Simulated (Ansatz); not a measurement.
`COC[SeH]` and `CO[CH2][AlH][OH]` differ in one atom or group.

Ansatz, PBE0-D4/def2-TZVP geometries, multiplicity 1. Each molecule was computed in one conformer, which needn't be the lowest.

Scalar relativity is left out up to krypton. Spin–orbit coupling is left out; it splits and shifts lone-pair levels of the heavy atoms by tenths of an eV.

```
                                          property  `COC[SeH]`
    size of the dipole moment (PBE/def2-TZVPP) / D        1.70
             HOMO energy (ωB97M-V/def2-TZVPP) / eV       -9.00
size of the dipole moment (ωB97M-V/def2-TZVPP) / D        1.73
               HOMO–LUMO gap (PBE/def2-TZVPP) / eV        4.78
             HOMO–LUMO gap (B3LYP/def2-TZVPP) / eV        6.30
               HOMO energy (B3LYP/def2-TZVPP) / eV       -6.54
```

Problem. What does the change do to each property? (Estimate.)

Solution. Ansatz gave: 
```csv
property,`CO[CH2][AlH][OH]`,shift
size of the dipole moment (PBE/def2-TZVPP) / D,1.41,-0.29
HOMO energy (ωB97M-V/def2-TZVPP) / eV,-9.05,-0.05
size of the dipole moment (ωB97M-V/def2-TZVPP) / D,1.42,-0.31
HOMO–LUMO gap (PBE/def2-TZVPP) / eV,3.94,-0.84
HOMO–LUMO gap (B3LYP/def2-TZVPP) / eV,5.68,-0.62
HOMO energy (B3LYP/def2-TZVPP) / eV,-6.55,-0.01
```

Dipoles are sizes alone; their direction can turn.

B3LYP here is the variant with VWN-RPA as its local correlation; programs differ in this.
